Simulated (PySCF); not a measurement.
**Energy of Hg+ (mercury, charge +1) between two integer charges**

The 6s alpha orbital of [Xe] 4f14 5d10 6s1 is emptied in steps (occupation f), with all orbitals relaxed, ending at [Xe] 4f14 5d10. Computed with PySCF 2.14 in aug-cc-pVDZ-PP with ECP60MDF (5s5p4d2f, 54 functions), with scalar relativity through the core potential. The exact energy is a straight line in f; departures are measured from the line between the end points of the same method.

```
   f  UHF (eV)  LDA (eV)  PBE (eV)  PBE0 (eV)  r2SCAN (eV)  LC-wPBE (eV)  BHandHLYP (eV)  wB97X (eV)  TPSS (eV)  B3LYP (eV)
   1     0.000     0.000     0.000      0.000        0.000         0.000           0.000       0.000      0.000       0.000
0.75     0.045    -0.754    -0.749     -0.542       -0.678        -0.055          -0.363      -0.108     -0.725      -0.600
 0.5     0.059    -1.007    -1.003     -0.725       -0.906        -0.075          -0.486      -0.141     -0.972      -0.802
0.25     0.044    -0.756    -0.755     -0.544       -0.681        -0.057          -0.366      -0.104     -0.734      -0.603
   0     0.000     0.000     0.000      0.000        0.000         0.000           0.000       0.000      0.000       0.000
```

**Question.** For wB97X, how does the orbital energy at f = 1 compare with the removal energy?

**Answer.** −ε = 17.684 eV against a total-energy difference of 18.267 eV. By Janak's theorem ε = ∂E/∂f, so the gap between them reflects the curvature. Along the path −ε is 17.985 (f = 0.75), 18.277 (f = 0.5), 18.551 (f = 0.25) eV.

```
   method  E(f=0) − E(f=1) (eV)  −ε at f=1 (eV)  −ε at f=0.5 (eV)
      UHF                17.071          17.319            17.066
      LDA                19.418          15.407            19.412
      PBE                19.023          15.044            19.008
     PBE0                18.700          15.813            18.694
   r2SCAN                18.895          15.306            18.888
  LC-wPBE                18.430          18.135            18.424
BHandHLYP                18.424          16.495            18.416
    wB97X                18.267          17.684            18.277
     TPSS                18.772          14.923            18.750
    B3LYP                18.940          15.749            18.931
```

Reference removal energy between the ground levels: 18.757 eV (measured; NIST Atomic Spectra Database, ionization energies). UHF lacks correlation.
